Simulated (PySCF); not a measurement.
Zr(2+): ionisation energy

Zr(2+) [Kr] 4d2 (3F) → Zr(3+) [Kr] 4d1 (2D), as a difference of total energies. Computed with PySCF 2.14 in cc-pVTZ-PP with ECP28MDF (5s5p4d2f1g, 63 functions), with scalar relativity through the core potential. Correlated levels: valence: 4s2 4p6 frozen. The calculations carry no spin-orbit coupling.

```csv
method,ionisation energy (eV)
UHF,22.402
PBE0,23.320
PBE,23.365
MP2 (valence),22.498
SCS-MP2 (valence),22.434
```

Problem. How much does correlation contribute at MP2 (valence)?

Solution. 22.498 − (22.402) = 0.096 eV, measured against UHF.

The reference lies between the lowest fine-structure levels, while these numbers refer to the centres of the terms.

Errors of the correlated levels include the incompleteness of this basis and the frozen core.

For comparison: 23.170 eV (semi-empirical (NIST evaluation); NIST Atomic Spectra Database, ionization energies).
